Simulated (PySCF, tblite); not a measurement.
Isomers of C7H8P2. Level: GFN2-xTB in tblite, geometry and Hessian alike; calculated harmonic values, unscaled, isolated species. Errors from tens to a few hundred cm⁻¹ against measured bands are possible. Modes of hydrogen on phosphorus can be 10 to 20 % off. One conformer each.

Electronic energies: PBE0/pcSseg-1 single points on the GFN2-xTB geometries (PySCF, gas phase).

| SMILES | electronic energy, lowest = 0 (kcal/mol) |
| --- | --- |
| C=Cc1ccpc(C)p1 | 22.2 |
| [H]/P=P/c1cccc(C)c1 | 0.0 |
| [H]/P=P/c1ccccc1C | 1.5 |
| c1cpc(C2CC2)cp1 | 27.9 |

**Question.** How do GFN2-xTB zero-point energies change the relative energies?

**Answer.** 
```csv
SMILES,ZPE (kcal/mol),of it from modes above 1550 cm⁻¹,electronic (kcal/mol),"with ZPE, lowest = 0 (kcal/mol)",lowest mode (cm⁻¹),rings
[H]/P=P/c1cccc(C)c1,78.3,38.2,0.0,0.0,15,1
[H]/P=P/c1ccccc1C,78.4,38.2,1.5,1.6,38,1
C=Cc1ccpc(C)p1,78.3,37.1,22.2,22.2,12,1
c1cpc(C2CC2)cp1,79.7,34.8,27.9,29.3,54,2
```

The zero-point energies span 1.4 kcal/mol, from `C=Cc1ccpc(C)p1` to `c1cpc(C2CC2)cp1`. The order is unchanged.

**Question.** And how do the electronic energies of GFN2-xTB itself compare?

**Answer.** `[H]/P=P/c1cccc(C)c1` 0.0; `[H]/P=P/c1ccccc1C` 0.2; `C=Cc1ccpc(C)p1` 39.2; `c1cpc(C2CC2)cp1` 33.2 kcal/mol, lowest = 0. Against the energies above, taken from the same isomer `[H]/P=P/c1cccc(C)c1`, the largest difference is 17.0 kcal/mol.
